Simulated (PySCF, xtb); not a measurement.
GeH7NSi2, SMILES [NH]1[SiH2][SiH2][GeH2]1.

xtb with GFN2-xTB at its own geometry gives an orbital gap of 3.81 eV and a dipole moment of 1.85 D.

Geometry optimised at PBE0-D3(BJ)/def2-SVP. This is a generated structure with no PubChem entry under its InChIKey; it may be hypothetical.

### Question
What does PBE/def2-TZVP (PySCF) give? (An estimate is asked for; the answer gives what the named calculation found.)

### Answer
gap 4.49 eV (levels -5.89 and -1.40 eV), dipole 0.67 D.
